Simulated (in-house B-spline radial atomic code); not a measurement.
## In IV (In3+): [Ar] 3d10 4s2 4p5 4d10 8s1 (an excited or competing configuration)

Level of theory: Dirac-Hartree-Fock, average of configuration, Fermi nucleus of rms radius 4.6156 fm; calculated with an all-electron radial atomic-structure program (B-spline basis).

Effective charges: Z_r = [3n² - l(l+1)]/(2<r>) from the radius, Z_e = n√(-2ε) from the energy, and Slater's rules. Values are occupation-weighted means over j. An effective charge above Z reflects the relativistic contraction of the inner shells.

```csv
shell,electrons,ε (eV),<r> (bohr),Z_r,Z_e,Slater
1s,2,-28154,0.02971,50.50,45.49,48.70
2s,2,-4346.9,0.1279,46.90,35.75,44.85
2p,6,-3903.7,0.112,44.63,33.88,44.85
3s,2,-903.13,0.3464,38.97,24.44,37.75
3p,6,-753.63,0.3456,36.17,22.33,37.75
3d,10,-520.66,0.323,32.51,18.56,27.85
4s,2,-188.85,0.8472,28.33,14.90,21.60
4p,5,-143.67,0.9124,25.21,13.00,21.60
4d,10,-71.674,1.101,19.07,9.18,10.85
8s,1,-7.3228,11.2,8.57,5.87,4.00
```

The least bound orbital is 8s1/2 at -7.323 eV, and it is also the most diffuse (<r> = 11.2 bohr). The part-filled 4p shell lies below the filled 4d shell in orbital energy.

Spin-orbit splittings of the orbital energies (j = l + 1/2 above j = l - 1/2 when positive): 2p 211.9 eV, 3p 39.44 eV, 3d 7.967 eV, 4p 7.057 eV, 4d 1.027 eV.

For the 1s electron the small component carries 3.23 % of the norm, the zero-frequency Breit interaction raises the level by 63.41 eV, self-energy by 35.79 eV, and vacuum polarisation lowers it by 4.637 eV.

The density falls to 0.001 bohr⁻³ at 2.859 bohr; Σ<r²> = 162.73 bohr² gives, by the non-relativistic formula and without the paramagnetism of open shells, a Langevin diamagnetic susceptibility of -128.9×10⁻⁶ cm³/mol.
